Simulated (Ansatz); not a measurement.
Consider the redistribution: `[F][Ge]([F])([Cl])[SeH]` + `[NH2][AlH][AlH2]` → `[AlH2][AlH][SeH]` + `[NH2][Ge]([F])([F])[Cl]`.

Computed with Ansatz on PBE0-D4/def2-TZVP structures; ΔE is electronic, products minus reactants. CCSD(T)/CBS is the MP2 limit (def2-TZVPP, def2-QZVPP) plus CCSD(T) − MP2 in def2-TZVPP, frozen cores. DFT in def2-TZVPP. B3LYP here is the variant with VWN-RPA as its local correlation; programs differ in this. HSE06 is defined as in plane-wave codes. For Ge, Se outer-core shells are correlated without core-valence functions, which leaves a few kJ/mol of doubt a bond. Scalar relativity is left out up to krypton. Each species was taken in one conformer, which may not be the lowest.

Question: Is it downhill or uphill in electronic energy at CCSD(T)/CBS, and by how much? (Estimate.)

Answer: Ansatz gave: Downhill: ΔE = -4.0 kJ/mol.

Question: What do these levels give: B3LYP-D4, r2SCANh-D4, HSE06-D4, CAM-B3LYP-D4, r2SCAN, PBE0, B3LYP, r2SCAN0, CAM-B3LYP, RPA@PBE/def2-TZVPP, CCSD/def2-TZVPP, SCS-MP2/def2-QZVPP? (Estimate.)

Answer: Computed: B3LYP-D4 6.9, r2SCANh-D4 -1.6, HSE06-D4 -3.0, CAM-B3LYP-D4 3.6, r2SCAN 0.5, PBE0 -3.5, B3LYP 5.3, r2SCAN0 -5.1, CAM-B3LYP 2.6, RPA@PBE/def2-TZVPP -1.6, CCSD/def2-TZVPP -6.3, SCS-MP2/def2-QZVPP -2.8 kJ/mol.

Largest T1 diagnostic among the species: 0.012.

From PBE to PBE0 (25 % exact exchange), in def2-TZVPP and without D4, ΔE moves by −7.5 kJ/mol. Leaving LDA and LC-ωPBE aside and taking each functional with its dispersion term where it has one, the values, not all of them listed here, spread over 21.8 kJ/mol, from PBE-QIDH to BLYP-D4.
